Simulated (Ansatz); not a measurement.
Compare A (`O[SiH2]OC(O)F`) with its isomer B (`OC(O)(F)O[SiH3]`).

Calculated with Ansatz (gas phase, PBE0-D4/def2-TZVP geometries, no zero-point term in ΔE). CCSD(T)/CBS adds triple-zeta CCSD(T) − MP2 to the extrapolated MP2 energy (def2 sets, frozen cores). Functionals use def2-TZVPP. One conformer a species, not always the lowest.

A:

Z-matrix (Å, degrees):
```
Si
O 1 1.663
O 1 1.635 2 112.1
H 1 1.474 2 104.4 3 116.2
H 1 1.482 2 109.0 3 -123.4
C 2 1.365 1 124.6 3 44.1
H 3 0.959 1 117.1 2 -78.7
O 6 1.351 2 111.8 1 150.9
F 6 1.400 2 107.7 1 29.9
H 6 1.092 2 112.8 1 -86.6
H 8 0.965 6 108.1 2 -40.9
```

B:

```xyz
11

O    -1.036   -0.893    0.463
C     0.312   -0.667    0.645
O     1.059   -1.813    0.669
F     0.492   -0.109    1.875
O     0.735    0.180   -0.324
Si   -0.181    1.445   -0.924
H    -1.341   -1.474    1.168
H     1.176   -2.100   -0.242
H    -0.813    2.202    0.181
H    -1.209    0.948   -1.868
H     0.805    2.282   -1.643
```

Question: Which is lower in electronic energy at CCSD(T)/CBS, and by how much? (Estimate.)

Answer: The calculation gave: A, by 139.3 kJ/mol.

Question: Give E(B) − E(A) in kJ/mol with ωB97M-V, B2PLYP, MP2/def2-TZVPP, HF/def2-TZVPP, CCSD/def2-TZVPP, r2SCAN-D4, PBE-D4. (Best estimate.)

Answer: Ansatz gave: ωB97M-V 132.4, B2PLYP 140.5, MP2/def2-TZVPP 141.8, HF/def2-TZVPP 132.3, CCSD/def2-TZVPP 135.0, r2SCAN-D4 132.4, PBE-D4 129.5. None reverses the order clearly.

Largest T1 diagnostic: 0.012.
